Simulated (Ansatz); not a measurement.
```yaml
crystal:
  periodic: [false, false, false]
  atoms:
    - {symbol: Au, position_ang: [1.361389, -1.326800, -1.405003]}
    - {symbol: Au, position_ang: [-1.705931, 1.434978, 0.786430]}
    - {symbol: Au, position_ang: [0.344543, -0.108178, 0.618583]}
basis:
  gaussian: {orbitals: def2-mTZVP}
magnetization: {spin_polarized: true, initial_magnetization: 3}
hamiltonian: {xc: {name: SVWN5}}
scf: {lower_state_search: light}
output: {forces: true}
```

```sh
$ ansatz run in.yaml --threads 4 --pin off --events-out ev --progress --plain --max-ram 3916MiB
```

It prints (some lines left out):

```
Functional definition: SVWN5
978 factors; their error is unknown
mean field evaluation 1: about -11062.9399 eV, gradient 8.4e0 eV
mean field evaluation 2: about -11061.2160 eV, gradient 2.2e1 eV
mean field evaluation 4: about -11063.2576 eV, gradient 1.3e0 eV
mean field evaluation 8: about -11063.2662 eV, gradient 1.2e-1 eV
mean field evaluation 16: about -11063.2579 eV, gradient 2.5e-4 eV
mean field evaluation 32: about -11062.6942 eV, gradient 4.1e0 eV
mean field evaluation 64: about -11062.7924 eV, gradient 1.8e-1 eV
mean field evaluation 96: about -11063.1715 eV, gradient 3.7e-1 eV
mean field evaluation 128: about -11061.8028 eV, gradient 1.1e1 eV
mean field evaluation 160: about -11063.1488 eV, gradient 5.8e-1 eV
mean field evaluation 192: about -11062.8554 eV, gradient 2.7e0 eV
mean field -11063.25788098 eV, -406.5672281804 hartree, gradient 3.1e-7 eV, S^2 3.751505; 13 other end points of the search recorded, 0 dependent functions left out
reference -11063.25791619 eV, -406.5672294744 hartree; 30, 27 occupied and 78, 81 virtual orbitals, 978 factors
Total energy: -11063.25791619 eV, -406.5672294744 hartree
Atom 0 at     1.361389    -1.326800    -1.405003 Å, force    -0.118545     0.095060     0.034721 eV/Å
Atom 1 at    -1.705931     1.434978     0.786430 Å, force     0.078723    -0.082557    -0.106216 eV/Å
Atom 2 at     0.344543    -0.108178     0.618583 Å, force     0.039822    -0.012503     0.071495 eV/Å
Dipole moment:     0.012902    -0.004051     0.023164 e Å
```

Hardware: 4 threads of Arm Neoverse V2 on a shared host. Wall time 12 s.

In the def2 sets Au takes a core potential; there is no spin–orbit coupling.
